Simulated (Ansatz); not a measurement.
A nudged elastic band was laid between two geometries of ClF₃H₂HfO (8 atoms, charge 0, multiplicity 1).

Method: RKS B3LYP/def2-SVP in Ansatz 0.2.0.

```json
{"movable images": "5", "climbing image": "yes", "spring": "5.0 eV/Å²", "optimiser": "quadratic models (default)", "start path": "through a guess of the saddle point", "force threshold": "0.05 eV/Å", "iteration limit": "60", "end points": "relaxed"}
```

First end point:

```xyz
8
Properties=species:S:1:pos:R:3
Hf -0.025 -0.229 0.022
O -0.236 -0.293 2.030
H -0.654 0.238 2.716
F 1.715 0.154 -0.677
F -0.913 1.437 -0.260
Cl -1.336 -1.742 -1.252
F 1.046 -2.000 1.133
H 0.638 -1.565 1.918
```

Last end point:

```xyz
8
Properties=species:S:1:pos:R:3
Hf 0.391 -0.303 -0.101
O -0.473 -0.577 2.079
H -1.397 -0.702 2.341
F 1.324 -0.215 -1.767
F 0.062 1.561 0.206
Cl -1.549 -1.545 -0.759
F 1.790 -1.144 0.938
H 0.087 -1.076 2.693
```

(1) What changes between the two ends?

(2) What energy profile does the band end with?

(3) What is the geometry of the highest image?

(4) What are the harmonic wavenumbers there?

Results:

(1) Bonds broken: F7–H8. Bonds formed: O2–H8.

(2) It converged. The highest image is number 1 of 0 to 6, 1.0 kJ/mol above the first end and 79.5 kJ/mol above the last; the last end lies 78.5 kJ/mol below the first. A vibrational analysis at the climbing image gives one clearly imaginary mode, 272i cm⁻¹: a first-order saddle point. The orbitals stay closed-shell, which can raise the energy where a bond breaks towards radicals; this wasn't checked here.

| image | path coordinate (Å) | energy (kJ/mol) | F7–H8 (Å) | O2–H8 (Å) |
| --- | --- | --- | --- | --- |
| 0 | 0.00 | 0.0 | 0.99 | 1.55 |
| 1 | 0.30 | 1.0 | 1.07 | 1.33 |
| 2 | 1.00 | -53.9 | 1.77 | 0.98 |
| 3 | 1.69 | -71.4 | 2.22 | 0.97 |
| 4 | 2.39 | -78.5 | 2.45 | 0.97 |
| 5 | 3.09 | -78.7 | 2.54 | 0.97 |
| 6 | 3.78 | -78.5 | 2.45 | 0.97 |

(3) 
```xyz
8
Properties=species:S:1:pos:R:3
Hf 0.019 -0.292 -0.003
O -0.232 -0.330 2.048
H -0.636 0.169 2.766
F 1.702 0.135 -0.800
F -0.873 1.389 -0.166
Cl -1.316 -1.741 -1.314
F 1.028 -1.930 1.155
H 0.543 -1.400 1.944
```

(4) 272i, 62, 112, 126, 152, 172, 183, 285, 367, 380, 602, 647, 670, 679, 1038, 1177, 1999, 3909 cm⁻¹.

Time of the run: 2.8 min on 4 threads of AMD EPYC 7B13 (Zen 3) (shared host), peak memory 0.3 GiB.
